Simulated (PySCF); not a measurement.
## Basis and Hamiltonian dependence of the ionisation energy of I

I [Kr] 4d10 5s2 5p5 (2P) → I+ [Kr] 4d10 5s2 5p4 (3P). Calculated with PySCF 2.14 from differences of total energies of unrestricted determinants, without spin-orbit coupling. Values in eV.

```
                                                                      basis       Hamiltonian  functions    UHF     PBE    PBE0  MP2 (valence)  CCSD(T) (valence)  CCSD(T) (valence and next inner shell)
                                                   cc-pVDZ-PP with ECP28MDF               ECP         23  9.591  10.494  10.544         10.061             10.035                                     n/a
                                               aug-cc-pVDZ-PP with ECP28MDF               ECP         32  9.591  10.523  10.554         10.141             10.145                                     n/a
                                             aug-cc-pwCVDZ-PP with ECP28MDF               ECP         48  9.584  10.528  10.556         10.144             10.146                                  10.179
                                                      Sapporo-DKH3-DZP-2012     spin-free X2C         52  9.556  10.527  10.551         10.083                n/a                                     n/a
                                                               x2c-TZVPPall     spin-free X2C         60  9.587  10.526  10.568         10.268                n/a                                  10.376
aug-cc-pVTZ-PP with one added diffuse shell each of d, f type with ECP28MDF               ECP         67  9.546  10.498  10.525         10.288             10.346                                     n/a
                                                               ANO-RCC-VTZP     spin-free X2C         68  9.556  10.540  10.561         10.289             10.345                                  10.423
                                               aug-cc-pVQZ-PP with ECP28MDF               ECP         92  9.537  10.501  10.524         10.389             10.469                                     n/a
                                             aug-cc-pwCVTZ-PP with ECP28MDF               ECP         96  9.538  10.502  10.525         10.295             10.354                                     n/a
                                                          aug-cc-pwCVTZ-DK3     spin-free X2C        109  9.543  10.515  10.537         10.301             10.360                                     n/a
     aug-cc-pwCVTZ-DK3 with one added diffuse shell each of s, p, d, f type     spin-free X2C        125  9.542  10.515  10.536         10.301                n/a                                     n/a
          x2c-QZVPPall with one added diffuse shell each of s, p, d, f type     spin-free X2C        128  9.541  10.515  10.537         10.377                n/a                                     n/a
                                                                 dyall-av2z  non-relativistic        130  9.650  10.594  10.628         10.194             10.186                                     n/a
                                               aug-cc-pV5Z-PP with ECP28MDF               ECP        139  9.536  10.500  10.523         10.435                n/a                                     n/a
```

Extrapolation of MP2 (valence) from aug-cc-pVQZ-PP with ECP28MDF and aug-cc-pV5Z-PP with ECP28MDF: the correlation parts are 0.852 and 0.900 eV; with the X⁻³ form and unrounded values, (5³ × 0.900 − 4³ × 0.852)/(5³ − 4³) = 0.950 eV, and adding the Hartree-Fock value 9.536 eV of the larger basis gives 10.485 eV.

Frozen in the all-electron rows: valence: [Kr] 4d10; valence and next inner shell: [Ar] 3d10; with a core potential, the same shells as far as they lie outside it.

Non-relativistic rows lack the scalar-relativistic shift.

Reference for a calculation without spin-orbit coupling: 10.519 eV (measured, between term centres; NIST).
